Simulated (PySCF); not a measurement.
3-fluoro-3-methylbut-1-yne (C5H7F), SMILES C#CC(C)(C)F.

Geometry optimised at TPSSh-D3(BJ)/def2-SVP.

Two levels are set side by side: PBE/def2-TZVP (PySCF) and B3LYP/def2-TZVP (PySCF). Same geometry, gas phase. Differences are taken from unrounded values.

```json
[
 {"quantity": "orbital gap (eV)", "B3LYP": "7.91", "PBE": "6.07", "PBE minus B3LYP": "-1.83"},
 {"quantity": "highest occupied level (eV)", "B3LYP": "-7.79", "PBE": "-6.78", "PBE minus B3LYP": "1.02"},
 {"quantity": "lowest empty level (eV)", "B3LYP": "0.11", "PBE": "-0.70", "PBE minus B3LYP": "-0.82"},
 {"quantity": "dipole moment (D)", "B3LYP": "1.92", "PBE": "1.81", "PBE minus B3LYP": "-0.12"},
 {"quantity": "mean polarisability (bohr³)", "B3LYP": "59.0", "PBE": "60.5", "PBE minus B3LYP": "1.6"}
]
```

PBE's occupied levels lie high since its potential decays too fast outside the molecule; exact exchange lowers them and widens the gap. Differences between two approximate levels are no errors against the true value.

Rough cost on one machine, each run with all the roots and properties that it gave: B3LYP against PBE within a factor of 2.
